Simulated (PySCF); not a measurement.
## Structure elucidation problem

An unknown has the formula C₅H₁₄O₂Si₂. Its calculated NMR data are:

1H NMR (400 MHz, computed): δ 5.14 (s, 3H), 4.98 (d, 2H), 3.92 (m, 1H), 3.30 (s, 3H), 2.38 (m, 2H), 1.82 (m, 2H), 1.62 (m, 1H).

13C{1H} NMR (computed): δ 77.3 (CH), 56.8 (CH3), 31.1 (CH2, 2C), 12.0 (CH).

PySCF 2.14 calculation with geometry from GFN2-xTB and σ from GIAO-PBE0/pcSseg-1; equivalent nuclei averaged, no solvent, non-relativistic Hamiltonian, a single conformation.

Scale: TMS for 1H, 13C (reference shieldings calculated alike).

Q: Propose a structure and justify it.

A: 
Rings plus π bonds: 1 (1 ring in the answer). 4 carbon signals for 5 carbons: some carbons are equivalent by symmetry or fast rotation. Carbon types of the structure: 2 × CH, 2 × CH2, 1 × CH3, leaving 5 H on heteroatoms. δC 77.3: sp3 CH bonded to O; deshielded by the electronegative neighbour. δC 56.8: methyl carbon bonded to O; deshielded by the electronegative neighbour. δC 31.1: sp3 CH2 in a ring; aliphatic region, no heteroatom directly attached. δC 12.0: sp3 CH bonded to Si. δH 3.92: hydrogen on an sp3 CH bonded to O; its carbon carries O, an electronegative neighbour. δH 3.30: hydrogen on a methyl carbon bonded to O; its carbon carries O, an electronegative neighbour. δH 1.62: hydrogen on an sp3 CH bonded to Si.

These data were computed for `CO[C@H]1C[C@@H]([SiH2]O[SiH3])C1`.

This is the structure that produced the data.

Shifts are as computed. Against solution values, carbons near 30 ppm lie about +3 ppm off and those near 130 ppm about +5 ppm. Of 1309 compounds with measured shifts, 239 miss one by over three times the rms of a fit or turn the order of signals round; such compounds aren't used in these exercises. Multiplicities follow the n + 1 count of equivalent neighbours, as no J values were calculated; m marks all less simple cases, F and P coupling included.
